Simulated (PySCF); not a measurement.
Species: C7H6O.
Geometry (PBE0-D3(BJ)/def2-SVP, Å), atoms numbered from 1 in this order:
```xyz
14
C7H6O angstrom
C     -3.359   -0.589   -0.910
C     -1.961   -0.385   -0.579
C     -0.789   -0.207   -0.311
C      0.570   -0.019    0.024
C      1.350   -0.517    1.041
C      2.649    0.035    0.855
C      2.563    0.824   -0.256
O      1.320    0.799   -0.762
H     -3.538   -1.608   -1.289
H     -4.003   -0.437   -0.029
H     -3.681    0.120   -1.688
H      1.016   -1.197    1.821
H      3.534   -0.132    1.465
H      3.283    1.443   -0.785
```

Computed with PySCF 2.14.0, density-fitted response routines, TDDFT CAM-B3LYP/def2-SVPD, vertical, gas phase, core orbitals frozen in the response.

Ground-to-excited transition dipoles (e·a0, same axes as the geometry; the sign carries no meaning), for the states with f of 0.002 or more among the lowest 10:

| state | E (hartree) | μx | μy | μz |
| --- | --- | --- | --- | --- |
| S1 | 0.1889 | -1.804 | -0.366 | -0.314 |
| S4 | 0.2231 | 0.038 | -0.115 | -0.077 |
| S5 | 0.2400 | -0.150 | -0.092 | 0.069 |
| S6 | 0.2426 | -0.038 | 0.136 | 0.097 |
| S7 | 0.2517 | -0.715 | -0.363 | 0.229 |
| S8 | 0.2611 | -0.064 | 0.196 | 0.146 |
| S10 | 0.2726 | 0.255 | 0.022 | 0.078 |

Question: Work out the oscillator strengths.

Answer: f = (2/3) ΔE |μ|² with ΔE in hartree (27.2114 eV).

```json
{"state": "S1", "|μ|² (au)": "3.489", "|μ| (D)": "4.75", "f": "0.439"}
{"state": "S4", "|μ|² (au)": "0.021", "|μ| (D)": "0.37", "f": "0.003"}
{"state": "S5", "|μ|² (au)": "0.036", "|μ| (D)": "0.48", "f": "0.006"}
{"state": "S6", "|μ|² (au)": "0.029", "|μ| (D)": "0.44", "f": "0.005"}
{"state": "S7", "|μ|² (au)": "0.695", "|μ| (D)": "2.12", "f": "0.117"}
{"state": "S8", "|μ|² (au)": "0.064", "|μ| (D)": "0.64", "f": "0.011"}
{"state": "S10", "|μ|² (au)": "0.071", "|μ| (D)": "0.68", "f": "0.013"}
```

Question: What angle do the transition dipoles of S1 and S8 make?

Answer: |cos θ| = |μa·μb| / (|μa| |μb|) = 0.00, so θ ≈ 90° (taken between 0 and 90°, since the signs are arbitrary).

Question: What peak molar absorption coefficient would the strongest computed level give as a lone Gaussian band 0.3 eV wide at half height?

Answer: ε(max) = 2.175×10⁸ f / FWHM, with the width in cm⁻¹. S1: 2.175×10⁸ × 0.4394 / 2420 ≈ 39000 L mol⁻¹ cm⁻¹.

The vertical ionisation energy (ΔSCF) is 8.07 eV, 0.65 eV above S10.

Time: 61 s. Hardware: one thread, Arm Neoverse V2, no GPU, shared host.
